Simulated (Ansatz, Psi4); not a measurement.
Psi4 was given this input:
```
memory 2 GB

molecule {
0 3
F     2.14150000    0.34950000   -1.18690000
Si    1.48840000    0.31650000    0.24260000
F     2.39280000   -0.51410000    1.21790000
F     1.39320000    1.80110000    0.74870000
O     0.06090000   -0.38600000    0.20130000
Si   -1.47750000   -0.38560000   -0.20660000
F    -1.68300000    0.03600000   -1.70640000
F    -2.29490000    0.62300000    0.67990000
F    -2.02140000   -1.84040000    0.00950000
}

set {
  basis sto-3g
  reference uks
  scf_type pk
  puream true
  d_convergence 1e-8
  dft_radial_points 99
  dft_spherical_points 590
}

energy('b3lyp')
print_variables()
```

Problem. Write the same job for Ansatz (an electronic-structure program).

Solution. This is not unique; one that fits is 
Ansatz 0.2 input:
```yaml
crystal:
  periodic: [false, false, false]
  atoms:
    - {symbol: F, position_ang: [2.14150000, 0.34950000, -1.18690000]}
    - {symbol: Si, position_ang: [1.48840000, 0.31650000, 0.24260000]}
    - {symbol: F, position_ang: [2.39280000, -0.51410000, 1.21790000]}
    - {symbol: F, position_ang: [1.39320000, 1.80110000, 0.74870000]}
    - {symbol: O, position_ang: [0.06090000, -0.38600000, 0.20130000]}
    - {symbol: Si, position_ang: [-1.47750000, -0.38560000, -0.20660000]}
    - {symbol: F, position_ang: [-1.68300000, 0.03600000, -1.70640000]}
    - {symbol: F, position_ang: [-2.29490000, 0.62300000, 0.67990000]}
    - {symbol: F, position_ang: [-2.02140000, -1.84040000, 0.00950000]}
basis:
  gaussian:
    orbitals: STO-3G
hamiltonian:
  xc: b3lyp
magnetization: {spin_polarized: true, initial_magnetization: 2}
accuracy: high
```

Both were run: Psi4 gave -1236.586947 Eh and Ansatz -1236.586949 Eh, 0.002 mEh apart.
